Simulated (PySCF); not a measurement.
PySCF 2.14 output of a UHF calculation on a single atom or ion in cc-pVTZ (7s6p4d2f1g, 68 functions), with the non-relativistic Hamiltonian (point nucleus):

```
SCF conv_tol = 1e-09
number electrons alpha = 14  beta = 13
cycle= 1 E= -1506.59551407788  delta_E= -0.00446  |g|= 0.0248  |ddm|= 0.034
cycle= 2 E= -1506.59559315574  delta_E= -7.91e-05  |g|= 0.00426  |ddm|= 0.0075
cycle= 3 E= -1506.59559921209  delta_E= -6.06e-06  |g|= 0.00251  |ddm|= 0.00413
cycle= 4 E= -1506.5956009389  delta_E= -1.73e-06  |g|= 0.000879  |ddm|= 0.00174
cycle= 5 E= -1506.5956032437  delta_E= -2.3e-06  |g|= 0.000432  |ddm|= 0.00297
cycle= 6 E= -1506.59560405334  delta_E= -8.1e-07  |g|= 0.000217  |ddm|= 0.0021
cycle= 7 E= -1506.59560428573  delta_E= -2.32e-07  |g|= 9.49e-05  |ddm|= 0.00129
cycle= 8 E= -1506.59560433275  delta_E= -4.7e-08  |g|= 5.62e-05  |ddm|= 0.000565
cycle= 9 E= -1506.59560435449  delta_E= -2.17e-08  |g|= 2.1e-05  |ddm|= 0.000504
cycle= 10 E= -1506.59560435692  delta_E= -2.43e-09  |g|= 4.83e-06  |ddm|= 0.00018
cycle= 11 E= -1506.59560435702  delta_E= -9.87e-11  |g|= 8.98e-07  |ddm|= 3.64e-05
converged SCF energy = -1506.59560435702  <S^2> = 0.75254001  2S+1 = 2.0025384
```

The run itself started from symmetry-adapted Hartree-Fock orbitals and held the occupation by maximum overlap, so the iterations belong to that start.

Q: Which element, charge and spin multiplicity is this?

A: Ni⁺ (nickel, charge +1), multiplicity 2; the state was [Ar] 3d9, 2D determinant.
